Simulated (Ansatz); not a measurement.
Br$_{2}$Cl$_{2}$Ge (`[Cl][Ge]([Cl])([Br])[Br]`) at its PBE0-D4/def2-TZVP geometry, where that method's forces vanish. Charge 0, multiplicity 1.

```xyz
5

Cl   -0.4677   -1.7197    1.1774
Ge    0.0084   -0.0049    0.0222
Cl    1.3397    1.2147    1.1367
Br    1.0119   -0.6498   -1.9129
Br   -1.8923    1.1597   -0.4235
```

Task: What forces (eV/Å) does ωB97M-V/def2-TZVPP give on these atoms in Ansatz 0.2.0? (An estimate is asked.)

Result: Ansatz gave: 
```
Cl1  0.005  0.021 -0.017
Ge2 -0.020  0.011 -0.052
Cl3 -0.017 -0.014 -0.016
Br4 -0.039  0.025  0.071
Br5  0.071 -0.043  0.014
```
